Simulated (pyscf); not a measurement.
**•H₂Si–SiH₂–SiH₃, doublet**

Gas-phase minimum from PySCF at ωB97X-D3(BJ)/def2-SVP, one conformer. Other isomers of •H₂Si–SiH₂–SiH₃ were not searched in full and may lie lower. 

```
Si
H 1 1.4933
H 1 1.4933 2 109.05
Si 1 2.3195 2 109.42 3 -119.63
H 4 1.4948 1 112.67 2 177.33
H 4 1.4948 5 109.45 1 -126.21
Si 1 2.3374 2 110.19 3 121.03
H 7 1.4926 1 109.05 2 60.40
H 7 1.4926 8 108.79 1 -118.81
H 7 1.4933 8 108.99 9 -118.73
```
Charge 0, spin multiplicity 2.

Properties at ωB97X-D3(BJ)/def2-SVP:

```
Quantity                                                                                                                                                                                                                                         Result
---------------------------------------------------------------------------------------------------------------------  --------------------------------------------------------------------------------------------------------------------------------
Harmonic wavenumbers, unscaled                                                                                         93, 99, 108, 314, 415, 431, 457, 480, 566, 602, 718, 725, 888, 923, 932, 953, 955, 2225, 2232, 2238, 2243, 2245, 2250, 2254 cm⁻¹
Zero-point energy                                                                                                                                                                                                                         36.2 kcal/mol
Rotational symmetry number                                                                                                                                                                                                                            1
Entropy of this conformer at 298 K and 1 atm, rigid rotor and harmonic oscillator, modes under 100 cm⁻¹ raised to 100                                                                                                                   353.1 J/(mol K)
Dipole moment                                                                                                                                                                                                                                    0.18 D
Spin expectation value S2                                                                                                                                                                                                                         0.753
```

Single-point totals, which compare only within one level (frozen core for MP2 and CC):

| level | total energy (hartree) |
|---|---|
| ωB97X-D3(BJ)/def2-TZVP | -872.74146 |
| PBE/def2-TZVP | -872.18751 |
| r²SCAN/def2-TZVP | -872.56927 |
| B3LYP-D3(BJ)/def2-TZVP | -872.73882 |
| PBE0-D3(BJ)/def2-TZVP | -872.28892 |
| M06-2X/def2-TZVP | -872.56923 |
| ωB97M-D3(BJ)/def2-TZVP | -872.76637 |
| UHF/def2-TZVPP | -870.85658 |
| MP2/def2-TZVPP | -871.21925 |
| CCSD/def2-TZVPP | -871.28583 |
| CCSD(T)/def2-TZVPP | -871.30096 |

Soft torsions are taken as harmonic, which can shift the entropy by several J/(mol K). The CCSD(T) − MP2 part came from Ansatz, without density fitting, on the same reference.
